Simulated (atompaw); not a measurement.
**phosphorus (P): one change to a PAW (atompaw) potential, before and after**

P (Z = 15), PAW, made with atompaw 4.2.0.5 (PBE, scalar-relativistic). Core [Ne], reference 3s1.5 3p3.5. Waves: 3s (bound): rc 2.30 bohr; 3s channel at -0.1 Ry: rc 1.45 bohr; 3p (bound): rc 2.30 bohr; 3p channel at -0.1 Ry: rc 2.30 bohr. Local part: troulliermartins scheme with l = 2 at 0.5 Ry, radius 1.80 bohr. Core correction: smooth core density matched at 1.70 bohr. Augmentation charge: sinc compensation charge, radius 1.90 bohr; PAW radius 2.30 bohr; waves and projectors: custom rrkj gramschmidtortho.

Change: augmentation sinc compensation charge, radius 1.90 bohr; PAW radius 2.30 bohr; waves and projectors: custom polynom2 7 10 vanderbiltortho.

Cutoffs: the cutoffs (Ry, on a coarse ladder) from which the occupation-weighted sum of valence levels, in a spherical-Bessel basis at the reference potential, stays within 10 and 1 mRy of its value at 400 Ry; they do not see the model core or the augmentation charge, which bear on the density cutoff.

Problem. What does the change do?

Solution. The potential gets neither clearly harder nor softer (12 Ry and 15 Ry → 8 Ry and 18 Ry); the s channel sets the loose cutoff, while the largest relative change is in p, which becomes softer; the range in which the s phases agree widens (upper end 2.2 → 3.7); neither file shows a bound ghost.

| quantity | base | changed |
| --- | --- | --- |
| cutoff, loose | 12 Ry | 8 Ry |
| cutoff, tight | 15 Ry | 18 Ry |
| loose cutoff by channel (10 mRy a level) | s 6 Ry, p 10 Ry | s 6 Ry, p 6 Ry |
| bound ghosts | none | none |
| s: phases at 2.30 bohr within 0.05 rad from the reference energy up to (Ry; the scan ends near 5) | 2.2 | 3.7 |
| p: phases at 2.30 bohr within 0.05 rad from the reference energy up to (Ry; the scan ends near 5) | 3.4 | 3.9 |
| lowest overlap eigenvalue by channel | s 0.21, p 0.77 | s 0.23, p 0.95 |

 The cutoffs see the waves, projectors and local potential, not the compensation charge or the core.
